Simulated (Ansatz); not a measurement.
Input file for Ansatz (a program for electronic structure): R-MP2/def2-TZVPPD on H3NbO3S (SMILES [OH][Nb]([OH])([OH])=[S]), atoms moved off the minimum. Elements past Kr take the def2 small-core potentials; no spin–orbit coupling. Files ending in .json are basis or fitting sets from the Basis Set Exchange.

Ansatz 0.2 input:
```yaml
crystal:
  periodic: [false, false, false]
  atoms:
    - {symbol: Nb, position_ang: [-0.22616134, 0.01780249, 0.13828713]}
    - {symbol: S, position_ang: [1.25505397, 0.97321236, -1.17086839]}
    - {symbol: O, position_ang: [0.92104250, -0.98096291, 1.39654288]}
    - {symbol: H, position_ang: [1.76808416, -1.17021388, 1.55798253]}
    - {symbol: O, position_ang: [-1.02292163, -1.40994865, -0.91231720]}
    - {symbol: H, position_ang: [-1.20441721, -1.45552642, -1.74548025]}
    - {symbol: O, position_ang: [-1.49132457, 1.08909623, 0.95610527]}
    - {symbol: H, position_ang: [-1.42818617, 2.06548462, 0.88668572]}
basis:
  gaussian:
    orbitals: def2-TZVPPD.json
magnetization: {spin_polarized: false}
correlation: {method: mp2, electrons: outside_noble_gas}
scf: {lower_state_search: off}
output: {forces: true}
```

The head of its log:

```
WARN ansatz: RAYON_NUM_THREADS=8 ignored (pool sized by the plan → 8); use --threads N
Functional definition: HF
these checks for a lower state are left out or cut short: starts, cluster_reference, orbital_swaps, neighbouring_geometries, increment
integrals: 0.71 GiB planned
1695 factors; integrals over basis functions are off by at most 1.4e-3 eV
1.60 GiB of device memory are held for the factors and their scratch space
mean field: 1.18 GiB planned
mean field evaluation 1: about -18507.7413 eV, gradient 7.4e1 eV
mean field evaluation 2: about -18507.9477 eV, gradient 7.5e1 eV
mean field evaluation 4: about -18517.8040 eV, gradient 1.2e1 eV
mean field evaluation 8: about -18518.1994 eV, gradient 1.1e0 eV
mean field evaluation 16: about -18518.2048 eV, gradient 1.2e-5 eV
mean field -18518.20482946 eV, -680.5314753928 hartree, gradient 2.8e-6 eV, S^2 0.000000; 0 other end points of the search recorded, 0 dependent functions left out
12 core orbitals not correlated
reference -18518.20482946 eV, -680.5314753928 hartree; 16, 16 occupied and 250, 250 virtual orbitals, 1695 factors
densities: 0.22 GiB planned
```

### Question
What total energy does the run end on?

### Answer
-681.6448 hartree.
